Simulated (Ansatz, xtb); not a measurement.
The molecule ZnF, multiplicity 2 (the spin of the measured ground state). No spin–orbit coupling. Zn is treated without relativity.

Constants: fifth-degree fit in 1/R to seven points, most abundant isotopes. In def2 and cc sets the state is the lowest found near the PBE0 minimum, followed along R.

Correlated levels freeze the inner cores; with def2 sets outer-core shells near the valence are correlated too. CBS(a, b) extrapolates the correlation energy as X⁻³ and adds the Hartree–Fock energy of set b.

Codes used: Ansatz (Gaussian basis) for Hartree–Fock, density functionals and correlated methods; xtb for the GFN methods.  The GFN methods have no spin term and hold the electronic entropy of 300 K.

D_e counts from each atom's lowest state at the same level, without counterpoise or zero-point energy.

```
level                                r_e (Å)  ω_e (cm⁻¹)  ω_e x_e (cm⁻¹)  D_e (eV)  dipole (D)
-----------------------------------  -------  ----------  --------------  --------  ----------
GFN1-xTB                               1.837         315            0.48         -           -
SVWN5/def2-TZVPP                       1.766         608             3.6      3.84        2.73
PBE/def2-TZVPP                         1.807         564             3.6      3.17        2.82
PBE0/def2-TZVPP                        1.786         600             3.4      3.00        3.05
wB97X-V/def2-TZVPP                     1.787         609             3.2      3.12        3.07
wB97M-V/def2-TZVPP                     1.788           …             3.2      3.00        3.02
CCSD/def2-TZVPP                        1.780         620             3.1      2.85           -
CCSD(T)/CBS(def2-TZVPP, def2-QZVPP)        …           …             3.5         -           -
```

Q: Complete the blanks.

A: 
- CCSD(T)/CBS(def2-TZVPP, def2-QZVPP), r_e (Å): 1.765
- CCSD(T)/CBS(def2-TZVPP, def2-QZVPP), ω_e (cm⁻¹): 632
- wB97M-V/def2-TZVPP, ω_e (cm⁻¹): 607

Measured for the ground state: D_0 3.734 ± 0.65 eV (a handbook's tabulated 298 K bond energy less 3RT/2; such tables hold older values) [Luo, bond dissociation energies, CRC Handbook].

Ansatz is a quantum-chemistry and plane-wave program.
